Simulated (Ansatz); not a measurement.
`CN[SiH](C)F` → 2 C• + F• + 8 H• + N• + Si•  (atomization)

Program: Ansatz. Geometries: PBE0-D4/def2-TZVP. ΔE: electronic, gas phase. CBS: MP2 limit from def2 TZ/QZ plus the TZ coupled-cluster correction, frozen cores. This one scheme is used for every species, atoms too. Functionals use def2-TZVPP. B3LYP here is the variant with VWN-RPA as its local correlation; programs differ in this. HSE06 is defined as in plane-wave codes. No spin–orbit coupling; open shells (•) take unrestricted orbitals. Spin–orbit coupling would lower the free atoms: a little for C, F, Si. Each species was taken in one conformer, which may not be the lowest.

`CN[SiH](C)F`:

Cartesian coordinates in Å:
```
C 1.667 -0.627 0.430
N 0.747 -0.621 -0.687
Si -0.910 -0.246 -0.634
C -1.234 1.270 0.382
F -1.807 -1.413 0.022
H 1.294 0.028 1.220
H 2.650 -0.247 0.135
H 1.804 -1.623 0.869
H 1.078 -1.143 -1.482
H -1.359 -0.140 -2.043
H -0.938 1.126 1.424
H -2.302 1.504 0.376
H -0.691 2.131 -0.013
```

(1) What is ΔE at CCSD(T)/CBS? (Best estimate.)

(2) What do these levels give: B97M-V, B3LYP-D4, r2SCANh-D4, HSE06-D4, BHLYP-D4, PBE-QIDH, BLYP, r2SCAN, HSE06, BHLYP, SCS-MP2/def2-TZVPP, MP2/def2-QZVPP? (An estimate is asked.)

(3) What do rigid-rotor, harmonic-oscillator terms from PBE0-D4/def2-TZVP frequencies (298.15 K, 1 bar) make of the CCSD(T)/CBS value? (An estimate is asked.)

Largest T1 diagnostic among the species: 0.012.

## Answers

(1) The calculation gave: +4917.7 kJ/mol.

(2) Ansatz gave: B97M-V 4913.1, B3LYP-D4 4916.3, r2SCANh-D4 4880.3, HSE06-D4 4902.2, BHLYP-D4 4799.6, PBE-QIDH 4870.6, BLYP 4844.0, r2SCAN 4897.9, HSE06 4883.2, BHLYP 4771.2, SCS-MP2/def2-TZVPP 4844.5, MP2/def2-QZVPP 4922.1 kJ/mol.

(3) Ansatz gave: ΔZPE = -271.5 kJ/mol, ΔH = +4703.9 kJ/mol, ΔS = 1359 J/(mol·K), ΔG = +4298.6 kJ/mol. Open shells count their whole term as degenerate.

From r2SCAN to r2SCAN0 (25 % exact exchange), in def2-TZVPP and without D4, ΔE moves by −58.9 kJ/mol: exact exchange takes away binding that semilocal exchange gives to molecules. The D4 term adds +38.9 kJ/mol with B3LYP and +20.5 kJ/mol with PBE0; it sums over pairs of atoms, weighted by their polarisabilities, and B3LYP, whose exchange is more repulsive, gets the larger term. Leaving LDA and LC-ωPBE aside and taking each functional with its dispersion term where it has one, the values, not all of them listed here, spread over 167.1 kJ/mol, from BHLYP-D4 to PBE-D4. LDA lies +607.0 kJ/mol from PBE without D4, its usual overbinding.

For atomizations the MP2-based limit and the directly extrapolated one differ by several kJ/mol either way, and by 10 to 25 for some Ge, Se and Sn compounds, so smaller differences from it don't rank the levels.
